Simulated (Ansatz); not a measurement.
Isolated molecules relaxed with PBE0-D4/def2-TZVP in Ansatz; ΔE leaves out vibrations. CCSD(T)/CBS is the MP2 limit (def2-TZVPP, def2-QZVPP) plus CCSD(T) − MP2 in def2-TZVPP, frozen cores. DFT in def2-TZVPP. B3LYP here is the variant with VWN-RPA as its local correlation; programs differ in this. For Ga outer-core shells are correlated without core-valence functions, which leaves a few kJ/mol of doubt a bond. Scalar relativity is left out up to krypton. Each species was taken in one conformer, which may not be the lowest.

`C=CO[Si](F)(F)F` + `[Cl][GaH2]` → `C=[CH][GaH][Cl]` + `O[Si](F)(F)F`  (formal exchange of groups at a C–O bond)

`C=CO[Si](F)(F)F`:

```xyz
10

C    -1.353    0.622    0.714
C    -0.191    1.178    0.418
O     0.868    0.558   -0.177
Si    1.029   -0.960   -0.684
F     2.466   -1.095   -1.286
F     0.870   -1.995    0.485
F    -0.022   -1.331   -1.789
H    -2.118    1.222    1.187
H    -1.582   -0.416    0.504
H     0.035    2.217    0.629
```

`[Cl][GaH2]`:

```xyz
4

Cl   -0.560   -0.679   -1.731
Ga    0.060    0.072    0.184
H     0.153    1.622    0.288
H     0.347   -1.015    1.260
```

`C=[CH][GaH][Cl]`:

Cartesian coordinates in Å:
```
C -1.122 -0.792 0.545
C -0.164 -0.546 -0.348
Ga 0.981 1.005 -0.165
Cl 2.487 1.281 -1.680
H -1.298 -0.142 1.399
H -1.781 -1.654 0.469
H -0.035 -1.232 -1.182
H 0.934 2.080 0.961
```

`O[Si](F)(F)F`:

```xyz
6

O     0.166   -1.159    0.501
Si    0.117    0.324   -0.109
F    -0.831    1.276    0.707
F    -0.392    0.343   -1.596
F     1.570    0.902   -0.066
H    -0.631   -1.686    0.562
```

```tsv
level	ΔE (kJ/mol)	difference from CCSD(T)/CBS
PBE-D4	-63.3	16.6
r2SCAN-D4	-64.8	15.1
PBE0-D4	-66.0	13.9
B3LYP-D4	-63.2	16.7
ωB97X-V	-63.6	16.3
ωB97M-V	-66.8	13.1
B2PLYP	-72.1	7.8
PBE	-65.1	14.8
r2SCAN	-65.4	14.5
PBE0	-67.5	12.4
B3LYP	-65.8	14.1
HF/def2-TZVPP	-65.2	14.7
MP2/def2-TZVPP	-84.4	-4.5
SCS-MP2/def2-TZVPP	-78.9	1.0
CCSD/def2-TZVPP	-75.8	4.1
CCSD(T)/def2-TZVPP	-76.5	3.4
HF/def2-QZVPP	-63.7	16.2
MP2/def2-QZVPP	-85.8	-5.9
SCS-MP2/def2-QZVPP	-80.2	-0.3
HF/CBS(def2)	-63.5	16.4
MP2/CBS(def2)	-87.7	-7.8
CCSD/CBS(def2)	-79.1	0.8
CCSD(T)/CBS	-79.9	0
```

Largest T1 diagnostic among the species: 0.012.

In def2-TZVPP, CCSD(T) changes the Hartree–Fock value by −11.3 kJ/mol (the triples alone add −0.8 kJ/mol) and MP2 by −19.2 kJ/mol.
